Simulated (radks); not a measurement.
Species: Sb3-. Configuration: [Xe]. Method: scalar-relativistic Kohn-Sham, PBE, spin-unpolarised, spherical densities, point nucleus; Watson sphere of charge +3 and radius 2.87 bohr; computed with a radial shooting solver on a logarithmic mesh with Libxc functionals.

Unscreened Slater integrals over Kohn-Sham orbitals (hartree).

| integral | value |
|---|---|
| F0(5p,5p) | 0.31138 |
| F2(5p,5p) | 0.16759 |
| F0(5p,5s) | 0.34264 |
| G1(5p,5s) | 0.22136 |
| F0(5p,4d) | 0.39393 |
| F2(5p,4d) | 0.093916 |
| G1(5p,4d) | 0.030572 |
| G3(5p,4d) | 0.026387 |
| F0(5p,4p) | 0.39959 |
| F2(5p,4p) | 0.074086 |
| G0(5p,4p) | 0.012754 |
| G2(5p,4p) | 0.016056 |
| F0(5s,5s) | 0.38929 |
| F0(5s,4d) | 0.48188 |
| G2(5s,4d) | 0.058992 |
| F0(5s,4p) | 0.49236 |
| G1(5s,4p) | 0.028083 |
| F0(4d,4d) | 0.87169 |
| F2(4d,4d) | 0.43663 |
| F4(4d,4d) | 0.28754 |
| F0(4d,4p) | 0.95085 |
| F2(4d,4p) | 0.47745 |
| G1(4d,4p) | 0.60599 |
| G3(4d,4p) | 0.37326 |
| F0(4p,4p) | 1.0543 |
| F2(4p,4p) | 0.55308 |
